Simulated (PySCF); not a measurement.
Al(Cl)(Br)(vinyl) (C2H3AlBrCl), SMILES [CH]([Al]([Cl])[Br])=C. Coordinates come from a PBE-D3(BJ)/def2-SVP optimisation. The structure was generated by enumeration; whether it is a known compound was not checked. One conformer was computed; it need not be the lowest.

**Question.** Give the equilibrium geometry at PBE-D3(BJ)/def2-SVP (PySCF confirms it by a frequency run) as Cartesian coordinates in Å, and its point group. (The exact figures need the calculation; the answer reports its results.)

**Answer.** This is not unique; one that fits is point group Cs.
```xyz
8

Al    -0.1759    -0.6359     0.0000
Cl     1.2280    -2.2113     0.0000
Br     0.5988     1.4932     0.0000
C     -2.0840    -0.9600     0.0000
C     -2.9742     0.0578     0.0000
H     -2.4782    -1.9940     0.0000
H     -4.0666    -0.1124     0.0000
H     -2.6533     1.1152     0.0000
```
